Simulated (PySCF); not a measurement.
SMILES [CH3][Ga]([CH3])[CH3] (GFN2-xTB optimised geometry):

```
13

C      1.873    -0.121     0.000
Ga    -0.173    -0.121     0.000
C     -1.194    -1.894     0.003
C     -1.197     1.650     0.000
H      2.276    -1.137    -0.014
H      2.266     0.385     0.887
H      2.266     0.410    -0.872
H     -2.276    -1.737     0.040
H     -0.969    -2.477    -0.894
H     -0.912    -2.508     0.864
H     -1.802     1.753     0.906
H     -0.521     2.508    -0.052
H     -1.882     1.708    -0.851
```

Computed with PBE/def2-TZVP (PySCF 2.14.0).

What are the frontier orbital energies and the dipole moment?

HOMO-2 -9.08 eV, HOMO-1 -6.20 eV, HOMO -6.20 eV, LUMO -1.51 eV, LUMO+1 -0.29 eV; dipole moment 0.00 D.

On the same geometry PBE0/def2-TZVP run with PySCF gives HOMO-2 -10.59 eV, HOMO-1 -7.39 eV, HOMO -7.39 eV, LUMO -0.69 eV, LUMO+1 0.49 eV; dipole moment 0.00 D.

Meta-Löwdin charges at PBE/def2-TZVP: C1 -0.57, Ga2 0.58, C3 -0.57, C4 -0.57, H5 0.12, H6 0.13, H7 0.13, H8 0.12, H9 0.13, H10 0.13, H11 0.13, H12 0.12, H13 0.13.
